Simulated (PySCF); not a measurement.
Isomers of C11H17OPS, from PySCF, PBE0-D3(BJ)/def2-SVP geometry optimisation, gas phase. One conformer each, no zero-point energy, no frequencies.

Task: Which isomer lies lower at this level?
A. `[CH3:1][CH2:2][C@H:3]([OH:4])[CH2:5][P@@:6]([CH3:7])(=[S:8])[c:9]1[cH:10][cH:11][cH:12][cH:13][cH:14]1` with C1–C2–C3–O4 -169°, C2–C3–O4–H -69°, C2–C3–C5–P6 58°, C3–C5–P6–C7 -92°, C5–P6–C9–C10 56°: A = 983.9, B = 328.2, C = 299.3 MHz, dipole 5.45 D
B. `[CH3:1][C:2]([CH3:3])([OH:4])[CH2:5][P@@:6]([CH3:7])(=[S:8])[c:9]1[cH:10][cH:11][cH:12][cH:13][cH:14]1` with C1–C2–O4–H -174°, C1–C2–C5–P6 -174°, C2–C5–P6–C7 -166°, C5–P6–C9–C10 -131°: A = 768.1, B = 404.4, C = 350.6 MHz, dipole 5.57 D

Result: B. That is (2-hydroxy-2-methylpropyl)methylphenylphosphine sulfide, `CC(C)(C[P@](=S)(C)c1ccccc1)O`, 4.1 kcal/mol below the other.

```csv
SMILES,mapped SMILES,E (Eh),relative (kcal/mol),relative (kJ/mol),dipole (D)
CC(C)(O)C[P@@](C)(=S)c1ccccc1,[CH3:1][C:2]([CH3:3])([OH:4])[CH2:5][P@@:6]([CH3:7])(=[S:8])[c:9]1[cH:10][cH:11][cH:12][cH:13][cH:14]1,-1242.80668,0.0,0.0,5.57
CC[C@H](O)C[P@@](C)(=S)c1ccccc1,[CH3:1][CH2:2][C@H:3]([OH:4])[CH2:5][P@@:6]([CH3:7])(=[S:8])[c:9]1[cH:10][cH:11][cH:12][cH:13][cH:14]1,-1242.80012,4.1,17.2,5.45
```
